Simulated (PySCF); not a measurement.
Species: `C[C@H]1OC(=O)[SiH2]1`. The columns A, B, C and D hold Mulliken, IAO, Hirshfeld and ESP-fitted charges (e) of one PBE0/pcSseg-1 density (PySCF), in a shuffled order. Coordinates in Å (GFN2-xTB); the density's dipole moment is (-2.41, 3.91, -0.54) D.

```csv
atom,x,y,z,A,B,C,D
C1,-1.590,-0.165,-0.380,-0.124,-0.210,-0.383,-0.424
C2,-0.397,0.030,0.541,-0.036,-0.270,+0.180,-0.169
O3,0.342,-1.212,0.689,-0.110,-0.378,-0.337,-0.335
C4,1.570,-0.914,0.223,+0.108,+0.250,+0.466,+0.302
O5,2.489,-1.677,0.155,-0.262,-0.358,-0.452,-0.408
Si6,1.167,0.948,-0.153,+0.355,+0.558,+0.213,+0.621
H7,-2.130,0.773,-0.480,+0.049,+0.118,+0.103,+0.149
H8,-2.263,-0.919,0.024,+0.048,+0.134,+0.130,+0.154
H9,-1.262,-0.490,-1.365,+0.042,+0.116,+0.108,+0.144
H10,-0.747,0.324,1.535,+0.041,+0.145,+0.041,+0.148
H11,1.069,1.355,-1.550,-0.055,-0.053,-0.025,-0.093
H12,1.751,1.945,0.734,-0.056,-0.052,-0.045,-0.090
```

Q: Which column most likely holds the ESP-fitted charges?

A: C. Σ q r misses the density's dipole by 0.04 D (C), 1.15 D (A), 1.60 D (D), 2.08 D (B). Charges fitted to the outside potential are the only set here that is tied to the molecule's multipoles.

Q: And the Hirshfeld charges?

A: A. The mean sizes are 0.107 e (A), 0.207 e (C), 0.220 e (B), 0.253 e (D), and Hirshfeld charges are commonly the smallest of these schemes.

As computed, A = Hirshfeld, B = Mulliken, C = ESP-fitted, D = IAO. Hydrogens on carbon: Hirshfeld +0.04 to +0.05, Mulliken +0.12 to +0.15, ESP-fitted +0.04 to +0.13, IAO +0.14 to +0.15 e.

The Hirshfeld scheme divides the density at each point in proportion to the densities of the neutral, spherically averaged free atoms. The ESP scheme is a least-squares fit of atom-centred charges to the potential on four shells outside the van der Waals surface, with the total charge fixed.

Geometry: GFN2-xTB; no solvent, vibrations or thermal averaging.
